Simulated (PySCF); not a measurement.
From computed data to an observable: oscillator strength and radiative lifetime

H₅InN₂, SMILES [NH2][InH][NH2].

The structure is a stationary point at PBE0-D3(BJ)/def2-SVP. The def2 effective core potentials stand for the cores of In; spin–orbit coupling is left out. One conformer was computed; it need not be the lowest.

TDA-B3LYP/def2-SVPD in PySCF puts the first singlet state with f over 0.02 at 4.75 eV (vertical), with the transition dipole (0.000, 0.000, 0.421) in atomic units.

Q: Find the oscillator strength, the wavelength and the radiative lifetime that this transition would have in vacuum if emission retraced absorption.

A: 
|μ|² = 0.1772 au, so |μ| = 1.07 D. ΔE = 4.75/27.211 = 0.1746 hartree. f = (2/3) ΔE |μ|² = 0.021 (the program prints 0.021).
λ = 1239.84/4.75 = 261 nm; ν = 38311 cm⁻¹.
Einstein's coefficient A = 0.6670 ν² f s⁻¹ (ν in cm⁻¹) = 2.0e7 s⁻¹, so τ = 1/A = 50 ns. This state is S1. The figure is the radiative limit of this one transition; relaxation, internal conversion, crossing to triplets and a medium change what is measured.
